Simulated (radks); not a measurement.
The numbers below are computed, except where a source is named.
Coherent X-ray form factor from a spherical all-electron density. Level of theory: scalar-relativistic Kohn-Sham, SCAN, spin-polarised, spherical densities, finite nucleus; meta-GGA in the generalised Kohn-Sham scheme; Fermi nuclear charge, rms radius of each element as measured or else 0.836 A^(1/3) + 0.57 fm (a radial shooting solver on a logarithmic mesh with Libxc functionals).

| sin(theta)/lambda (1/angstrom) | f0 (electrons) |
|---|---|
| 0.05 | 40.894 |
| 0.1 | 40.579 |
| 0.15 | 40.064 |
| 0.2 | 39.362 |
| 0.25 | 38.492 |
| 0.3 | 37.477 |
| 0.4 | 35.109 |
| 0.5 | 32.472 |
| 0.6 | 29.766 |
| 0.8 | 24.772 |
| 1 | 20.853 |
| 1.25 | 17.441 |
| 1.5 | 15.041 |
| 2 | 11.260 |

The species is in the configuration that NIST lists as its ground one. Which atom or ion scatters so?

Answer. The europium ion Eu22+, [Kr] 4d5. Extrapolating in s^2 from the first two rows gives f0(0) = 41.0, near the electron count 41; among species with that count, the fall with angle is slower the higher Z, and the table is that of Z = 63; from so few rows the species is fixed only to a neighbour or two.
